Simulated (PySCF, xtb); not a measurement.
B(vinyl)(OH)(OMe) (C3H7BO2), SMILES C(B(OC)O)=C.

Coordinates come from a PBE0-D3(BJ)/def2-SVP optimisation. One conformer was computed; it need not be the lowest.

Level of theory: IEF-PCM-M06-2X/def2-SVP (PySCF).

The values are the electrostatic part of the solvation free energy, E(continuum) − E(gas) at the gas-phase geometry, in a cavity of scaled van der Waals radii (PySCF's table); cavitation and dispersion terms are not included. In vacuum the orbital gap is 9.56 eV. The dipole moment in vacuum is 1.80 D.

Computed values in water (ε = 78.36), chloroform (ε = 4.71), ethylethanoate (ε = 5.99):
```json
[
 {"solvent": "water", "ε": "78.36", "ΔG(elec) (kcal/mol)": "-5.0", "dipole (D)": "2.28", "gap (eV)": "9.56"},
 {"solvent": "chloroform", "ε": "4.71", "ΔG(elec) (kcal/mol)": "-3.5", "dipole (D)": "2.13", "gap (eV)": "9.56"},
 {"solvent": "ethylethanoate", "ε": "5.99", "ΔG(elec) (kcal/mol)": "-3.8", "dipole (D)": "2.16", "gap (eV)": "9.56"}
]
```

For comparison, GFN2-xTB/ALPB(water) (xtb, at the GFN2-xTB geometry, all terms of that model) gives -4.8 kcal/mol.
